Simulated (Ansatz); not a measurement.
Cost and result up the ladder for GeH2Me(vinyl) (C3H8Ge) (12 atoms). Charge 0, multiplicity 1. Geometry: r2SCAN-D4/def2-SVP.

Cartesian coordinates in Å:
```
C -1.953 0.439 0.104
C 1.244 0.350 0.118
C 2.146 -0.039 -0.793
Ge -0.377 -0.641 0.522
H -0.364 -1.930 -0.321
H -0.405 -1.015 2.017
H -2.876 -0.109 0.345
H -1.965 0.699 -0.964
H -1.942 1.372 0.689
H 1.421 1.292 0.659
H 2.028 -0.969 -1.364
H 3.045 0.550 -1.013
```

Ansatz on 2 threads of Arm Neoverse V1 on a shared host. Times are rough, and most runs start from the orbitals of an earlier one. r2SCAN0-D4/def2-TZVP serves as the yardstick here, not as an exact answer. Differences are given only for rows in sets of like size (and for xTB, whose basis is part of the method), since another set adds its own error. Binding counts from free atoms at the same level (C triplet, Ge triplet, H doublet; other spins of the atoms weren't run), without zero-point energy or a counterpoise term.

LC-ωPBE has ω = 0.4 bohr⁻¹. Correlated methods freeze 12 core orbitals; core or outer-core shells of Ge are correlated, in sets that lack core-valence functions. The rows differ in basis, and correlated rows in double-zeta sets carry the largest basis error.

Run but left out: HF/STO-3G (restricted singlet, unstable in another Hartree–Fock run and untested here).

Correlated methods converge slowly with the basis, most of all in double-zeta sets.

```
                         level  functions  binding energy per atom (eV)  difference from r2SCAN0-D4/def2-TZVP (eV)                        remarks
                 MP2/def2-TZVP        189                          3.67                                      -0.07  restricted SCF unstable in HF
PBE-D4/def2-TZVP (with forces)        189                          3.81                                       0.07                              –
              PBE0-D4/def2-SVP        114                          3.80                                          –                              –
             PBE0-D4/def2-TZVP        189                          3.77                                       0.04                              –
          r2SCAN0-D4/def2-TZVP        189                          3.74                                       0.00                              –
              B97M-V/def2-TZVP        189                          3.78                                       0.04                              –
             LC-ωPBE/def2-TZVP        189                          3.75                                       0.01                              –
           r2SCAN-D4/def2-TZVP        189                          3.77                                       0.04                              –
               PBE-D4/def2-SVP        114                          3.83                                          –                              –
              CCSD(T)/def2-SVP        114                          3.61                                          –        restricted SCF unstable
```

(1) Estimate how long each takes.

Answers

(1) PBE-D4/def2-SVP 1.6 s; PBE0-D4/def2-SVP 2 s; MP2/def2-TZVP 3.4 s; PBE-D4/def2-TZVP (with forces) 3.5 s; LC-ωPBE/def2-TZVP 3.6 s; PBE0-D4/def2-TZVP 4.1 s; r2SCAN-D4/def2-TZVP 6 s; r2SCAN0-D4/def2-TZVP 7 s; B97M-V/def2-TZVP 13 s; CCSD(T)/def2-SVP 15 s. On shared hardware such times vary by a factor of up to 3.
